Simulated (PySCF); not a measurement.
SMILES c1cncc(Sc2cccs2)c1, singlet, GFN2-xTB optimised geometry.

```
19

C     -1.97    -2.42     0.00
C     -2.63    -1.20     0.00
N     -2.00    -0.03     0.01
C     -0.68    -0.03     0.01
C      0.07    -1.19     0.00
S      1.85    -1.19     0.03
C      2.21     0.38    -0.66
C      2.98     1.35    -0.09
C      3.15     2.47    -0.94
C      2.52     2.32    -2.13
S      1.72     0.81    -2.27
C     -0.59    -2.42     0.00
H     -2.53    -3.34     0.00
H     -3.71    -1.14     0.00
H     -0.22     0.95     0.03
H      3.39     1.27     0.90
H      3.71     3.34    -0.66
H      2.47     3.01    -2.95
H     -0.03    -3.34     0.00
```

Density from B3LYP/def2-SVP (PySCF) at that geometry.

Minimum of the electron density along straight lines between bonded atoms, close to the bond critical point (lines longer than 1.1 times the sum of covalent radii, or with two minima, are not listed):

| bond | length / Å | ρ at the minimum / e bohr⁻³ | ∇²ρ there / e bohr⁻⁵ | position (fraction from the first atom) |
|---|---|---|---|---|
| C1–C2 | 1.388 | 0.315 | -0.82 | 0.50 |
| C2–N3 | 1.322 | 0.351 | -0.99 | 0.35 |
| N3–C4 | 1.317 | 0.355 | -0.98 | 0.65 |
| C4–C5 | 1.392 | 0.311 | -0.79 | 0.49 |
| C5–S6 | 1.772 | 0.197 | (withheld) | 0.47 |
| S6–C7 | 1.755 | 0.201 | -0.43 | 0.51 |
| C7–C8 | 1.362 | 0.323 | -0.82 | 0.51 |
| C8–C9 | 1.411 | 0.298 | (withheld) | 0.50 |
| C9–C10 | 1.357 | 0.326 | -0.84 | 0.49 |
| C7–S11 | 1.741 | 0.208 | -0.43 | 0.47 |
| C10–S11 | 1.718 | 0.218 | (withheld) | 0.47 |
| C1–C12 | 1.383 | 0.314 | -0.81 | 0.50 |
| C5–C12 | 1.391 | 0.310 | -0.79 | 0.51 |
| C1–H13 | 1.079 | 0.284 | -1.09 | 0.63 |
| C2–H14 | 1.081 | 0.288 | -1.13 | 0.64 |
| C4–H15 | 1.082 | 0.289 | -1.14 | 0.64 |
| C8–H16 | 1.075 | 0.286 | -1.11 | 0.64 |
| C9–H17 | 1.075 | 0.285 | -1.10 | 0.63 |
| C10–H18 | 1.072 | 0.287 | -1.13 | 0.64 |
| C12–H19 | 1.080 | 0.285 | -1.10 | 0.64 |

### Question
Fill in the missing entries.

### Answer

- C5–S6, ∇²ρ there / e bohr⁻⁵: -0.40
- C8–C9, ∇²ρ there / e bohr⁻⁵: -0.74
- C10–S11, ∇²ρ there / e bohr⁻⁵: -0.48
